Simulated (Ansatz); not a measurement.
Born–Oppenheimer molecular dynamics of AlBrFHO (5 atoms, charge 0, multiplicity 1). It goes on from the last frame of an earlier run, with new velocities.

All numbers below come from Ansatz 0.2.0, RKS PBE-D4/def2-SVP.

```yaml
ensemble: NVT, Langevin thermostat
time_step: 1 fs
steps_asked: 150
set_temperature: 400 K
friction: 0.02 /fs
seed: 605727
```

First frame:

```xyz
5
Properties=species:S:1:pos:R:3
O 0.811 1.104 0.215
Al 0.087 -0.412 -0.103
F 1.062 -1.534 -0.791
Br -2.095 -0.978 0.010
H 0.358 1.813 0.671
```

Q: How far do the bonds stretch over the last three quarters of this one trajectory? (Pairs bonded in most of those frames.)

A: 
```
   bond  mean (Å)  spread (Å)  shortest  longest
 O1–Al2     1.705       0.045      1.63     1.78
  O1–H5     0.971       0.020      0.93     1.00
 Al2–F3     1.668       0.019      1.63     1.70
Al2–Br4     2.249       0.034      2.19     2.30
```

Mean temperature of the second half: 347 K. The mean temperature of the second half is 13 % below the set value. A run of 0.15 ps of so small a system gives no equilibrium averages.

Time of the run: 3.5 min on 1 CPU thread of a shared host.
